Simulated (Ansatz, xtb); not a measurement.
## Isomers of C5H6ClNO in order of energy

8 gas-phase structures of C5H6ClNO, from a drawn sample of its isomers (lower ones may exist). Each was relaxed with GFN2-xTB; where two conformers were screened, the lower at r2SCAN-D4/def2-SVP is listed:

A. `COc1[nH]ccc1Cl`, a singlet
B. `COn1ccc(Cl)c1`, a singlet
C. `COc1c[nH]c(Cl)c1`, a singlet
D. `COc1cc(Cl)c[nH]1`, a singlet
E. `COc1c[nH]cc1Cl`, a singlet
F. `COc1cc[nH]c1Cl`, a singlet
G. `COc1ccc(Cl)[nH]1`, a singlet
H. `COn1cccc1Cl`, a singlet

**Question.** Estimate their order in r2SCAN-D4/def2-SVP energy at these geometries, lowest first.

**Answer.** Calculated order at r2SCAN-D4/def2-SVP: D (0.000), G (0.024), A (0.121), C (0.128), E (0.182), F (0.199), B (1.685), H (1.694) eV. Less than 1 kcal/mol parts D and G; A and C; E and F; B and H, so the order within those pairs means little.

Energies above the lowest of each column, in eV; the last columns are at B3LYP/def2-SVP geometries and were run for some of them only (a dash: not run or not comparable):

| structure | GFN2-xTB | HF/STO-3G | r2SCAN-D4/def2-SVP | B3LYP/def2-SVP | CCSD(T)/def2-SVP + ΔMP2/def2-TZVPP |
| --- | --- | --- | --- | --- | --- |
| D | 0.000 | 0.000 | 0.000 | 0.000 | 0.000 |
| G | 0.013 | 0.050 | 0.024 | 0.025 | 0.031 |
| A | 0.084 | 0.087 | 0.121 | 0.125 | 0.138 |
| C | 0.112 | 0.232 | 0.128 | 0.126 | 0.122 |
| E | 0.179 | 0.225 | 0.182 | 0.184 | 0.154 |
| F | 0.179 | 0.272 | 0.199 | 0.205 | 0.186 |
| B | 1.283 | 1.045 | 1.685 | – | – |
| H | 1.328 | 1.124 | 1.694 | – | – |

Every level run on D puts it lowest or level with the lowest. CCSD(T)/def2-SVP + ΔMP2/def2-TZVPP orders those it was run on as D (0.000), G (0.031), C (0.122), A (0.138), E (0.154), F (0.186) eV. Less than 1 kcal/mol parts D and G; C and A; A and E; E and F, so the order within those pairs means little. Flexible structures stand in one conformer each, not always the lowest. Frequencies (GFN2-xTB) were run for A, C, D, E, F, G alone. ΔMP2 is the change of the MP2 energy from the smaller to the larger basis.

Over these structures GFN2-xTB departs from r2SCAN-D4/def2-SVP by 0.139 eV on average once a common shift is removed. A GFN2-xTB relaxation took about 0.062 s and the r2SCAN-D4/def2-SVP energy about 4.2 s on a shared host (Ansatz 0.2.0, xtb 6.7.1).
